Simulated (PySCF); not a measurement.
A structure optimised at PBE0-D3(BJ)/def2-SVP, used in a PySCF frequency run:

```xyz
12

F     -2.1719    -0.5003     0.7026
Si    -1.1012    -0.0271    -0.4192
N     -0.0986     1.2434     0.1612
Si     1.5655     0.7582     0.3719
C      1.3197    -1.0692    -0.1637
O      0.0135    -1.2138    -0.7061
H     -1.9109     0.2537    -1.6212
H     -0.4493     2.1603     0.4128
H      2.0533     0.8880     1.7796
H      2.5153     1.5144    -0.5031
H      2.0555    -1.3794    -0.9235
H      1.4459    -1.7495     0.6974
```

Question: Write its SMILES and formula.

Answer: F[Si@H]1N[SiH2]CO1, CH6FNOSi2

Question: What are its rotational constants (standard atomic weights)?

Answer: 4.2478, 1.8781, 1.5122 GHz
